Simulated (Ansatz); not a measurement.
A run on I₄Ti (`[I][Ti]([I])([I])[I]`) with other settings.

```yaml
crystal:
  periodic: [false, false, false]
  atoms:
    - {symbol: I, position_ang: [-1.158637, -0.016524, 2.231728]}
    - {symbol: Ti, position_ang: [0.009984, -0.014740, -0.008280]}
    - {symbol: I, position_ang: [2.164590, -1.322786, 0.164926]}
    - {symbol: I, position_ang: [-1.487183, -1.083531, -1.740184]}
    - {symbol: I, position_ang: [0.521145, 2.363882, -0.689591]}
basis:
  gaussian: {orbitals: def2-mTZVPP, fitting: {mean_field: def2-universal-jkfit}}
magnetization: {spin_polarized: false, initial_magnetization: 2}
hamiltonian: {xc: {name: SPW92}}
output: {forces: true}
```

```sh
$ ansatz run in.yaml --threads 2 --pin off --events-out ev --progress --plain --max-ram 32768MiB --backend cpu
```

It prints (some lines left out):

```
Functional definition: SPW92
1136 factors; integrals over basis functions are off by at most 1.8e-2 eV
mean field evaluation 1: about -55378.4522 eV, gradient 1.5e2 eV
mean field evaluation 2: about -55378.4518 eV, gradient 1.5e2 eV
mean field evaluation 4: about -55410.5805 eV, gradient 3.0e1 eV
mean field evaluation 8: about -55412.2238 eV, gradient 1.3e1 eV
mean field evaluation 16: about -55413.3488 eV, gradient 5.2e-1 eV
mean field evaluation 32: about -55413.3881 eV, gradient 2.6e-6 eV
mean field -55413.38806482 eV, -2036.4044508387 hartree, gradient 1.3e-6 eV, S^2 2.000000; 15 other end points of the search recorded, 0 dependent functions left out
reference -55413.38810069 eV, -2036.4044521570 hartree; 62, 60 occupied and 115, 117 virtual orbitals, 1136 factors
Total energy: -55413.38810069 eV, -2036.4044521570 hartree
Atom 0 at    -1.158637    -0.016524     2.231728 Å, force    -0.241681     0.025517     0.574947 eV/Å
Atom 1 at     0.009984    -0.014740    -0.008280 Å, force    -0.000009    -0.000003     0.000002 eV/Å
Atom 2 at     2.164590    -1.322786     0.164926 Å, force     0.500191    -0.368923     0.057743 eV/Å
Atom 3 at    -1.487183    -1.083531    -1.740184 Å, force    -0.327818    -0.254228    -0.466399 eV/Å
Atom 4 at     0.521145     2.363882    -0.689591 Å, force     0.069317     0.597638    -0.166293 eV/Å
Dipole moment:    -0.000001    -0.000000     0.000000 e Å
```

It took 81 s on 2 threads of an AMD EPYC 7R13 on a shared host, with 0.51 GiB of host memory at the peak.
